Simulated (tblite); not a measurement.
Input of a run (GFN2-xTB geometry optimisation, gas phase (tblite 0.8.0)), started from a force field or distance geometry:
```
{"job": {"kind": "relax", "xc": "GFN2-xTB", "basis": "xTB"}, "charge": 0, "multiplicity": 2}
C     -1.721400     0.310200    -0.048600
C     -0.309100    -0.063400     0.009600
C      0.225400    -1.309200     0.308200
O      1.565800    -1.273300     0.268200
C      1.999300    -0.005200    -0.026400
O      3.196100     0.185000    -0.101200
C      0.837400     0.761100    -0.199400
Cl     0.749000     2.427000    -0.585300
H     -2.376000    -0.544300     0.167000
H     -1.987300     0.685000    -1.040900
H     -1.957700     1.095000     0.681100
H     -0.220200    -2.268400     0.541700
```

Output (eV, eV/Å):
```
step      E/eV     max force
  0    -690.84140    2.403
  1    -690.92500    1.229
  2    -690.94481    0.781
  3    -690.95461    0.398
  4    -690.96295    0.252
  5    -690.96779    0.203
  6    -690.97067    0.144
  7    -690.97258    0.127
  8    -690.97364    0.097
  9    -690.97413    0.085
 10    -690.97435    0.051
 11    -690.97450    0.038
 12    -690.97462    0.032
 13    -690.97472    0.035
 14    -690.97477    0.024
 15    -690.97479    0.012
 16    -690.97481    0.011
 17    -690.97482    0.010
 18    -690.97482    0.009
```

Task: Summarise the run.

Result: The energy falls by 12.9 kJ/mol over 18 L-BFGS steps, the largest force on an atom goes from 2.40 to 0.009 eV/Å, and the atoms move by 0.036 Å rms after alignment. The bond that changes most is C5–C7 (ends: carbon bonded to C and 2 O; carbon bonded to 2 C and Cl), which lengthens by 0.050 Å. Bonds longer at the end by more than 0.005 Å: 3 of 12; shorter: 8. Among the angles that change most is O4–C5–O6, from 118.0° to 122.6°. The energy never rose by more than 1e-5 eV on the way. The first step brought 63 % of the lowering.

Task: What are the final bond lengths?

Result: C1–C2 1.485 Å, C2–C3 1.377 Å, C3–O4 1.342 Å, O4–C5 1.390 Å, C5–O6 1.205 Å, C5–C7 1.452 Å, C7–Cl8 1.684 Å, C2–C7 1.400 Å, C1–H9 1.086 Å, C1–H10 1.088 Å, C1–H11 1.088 Å, C3–H12 1.074 Å. Numbering counts from 1 in the input's order; the species is `CC1=COC([O])=C1Cl` [radical].

On one thread of an Arm Neoverse V1, no GPU (shared host), this took 0.11 s of wall time.

Its GFN2-xTB frequencies are all real (lowest 46 cm⁻¹).

All values are computed, not measured.
